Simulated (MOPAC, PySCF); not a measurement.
Ligands exchanged one at a time, In C2H5-I. Isolated molecules, 0 K electronic values unless said otherwise. One relaxed conformer stands for each flexible species; it need not be the lowest. Strings in code marks are SMILES.

Quantity: redistribution energy (mixed species minus the weighted end members), in kcal/mol. Semi-empirical values (MOPAC) are differences of heats of formation.

Level 1: TPSSh-D3(BJ)/def2-TZVP // CAM-B3LYP-D3(BJ)/def2-SVP (PySCF)
Level 2: B3LYP/LANL2DZ // CAM-B3LYP-D3(BJ)/def2-SVP (PySCF)
Level 3: AM1 // CAM-B3LYP-D3(BJ)/def2-SVP (MOPAC)
Level 4: PM6 // CAM-B3LYP-D3(BJ)/def2-SVP (MOPAC)

```csv
species,level 1,level 2,level 3,level 4
"1 of 3 C2H5 replaced by I: `C[CH2][In]([I])[CH2]C` (C–C–In–I torsion 0°, I–In–C–C torsion 178°)",-7.42,-8.73,3.23,-5.42
2 of 3 C2H5 replaced by I: `[I][In]([CH2]C)[I]` (C–C–In–I torsion 179°),-6.76,-8.37,1.70,-4.50
```
